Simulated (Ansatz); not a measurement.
A run for Ansatz (a first-principles code): R-r2SCAN/def2-TZVPPD on C2H2N2 (a complex). Files ending in .json are basis or fitting sets from the Basis Set Exchange.

Ansatz 0.2 input:
```yaml
crystal:
  periodic: [false, false, false]
  atoms:
    - {symbol: C, position_ang: [-0.43737409, 0.42783225, -1.03061636]}
    - {symbol: C, position_ang: [-0.04093733, 0.04010681, 0.03031240]}
    - {symbol: H, position_ang: [-0.79032340, 0.77302012, -1.97158665]}
    - {symbol: H, position_ang: [0.30879242, -0.30193930, 0.97438525]}
    - {symbol: N, position_ang: [0.44239913, -0.43462741, 4.64293110]}
    - {symbol: N, position_ang: [0.51603834, -0.50556508, 3.55717905]}
basis:
  gaussian:
    orbitals: def2-TZVPPD.json
hamiltonian:
  xc: {name: r2SCAN}
scf: {lower_state_search: off}
```

The log:

```
WARN ansatz: RAYON_NUM_THREADS=1 ignored (pool sized by the plan → 1); use --threads N
Functional definition: r2SCAN
these checks for a lower state are left out or cut short: stability, starts, cluster_reference, orbital_swaps, neighbouring_geometries, increment
integrals: 0.06 GiB planned
824 factors; their error is unknown
mean field: 0.56 GiB planned
mean field evaluation 1: about -5077.2838 eV, gradient 5.3e1 eV
mean field evaluation 2: about -5076.3859 eV, gradient 5.5e1 eV
mean field evaluation 4: about -5083.5822 eV, gradient 6.2e0 eV
mean field evaluation 8: about -5083.6604 eV, gradient 2.9e-1 eV
mean field evaluation 16: about -5083.6400 eV, gradient 1.2e-4 eV
mean field -5083.63995408 eV, -186.8203224975 hartree, gradient 5.0e-6 eV, S^2 0.000000; 0 other end points of the search recorded, 0 dependent functions left out
reference -5083.63996531 eV, -186.8203229101 hartree; 14, 14 occupied and 168, 168 virtual orbitals, 824 factors
Total energy: -5083.63996531 eV, -186.8203229101 hartree
Checks for a lower state left out: stability, starts, cluster_reference, orbital_swaps, neighbouring_geometries, increment
```

Self-consistency was reached.

Cost: around 2.5 core-seconds (rough).
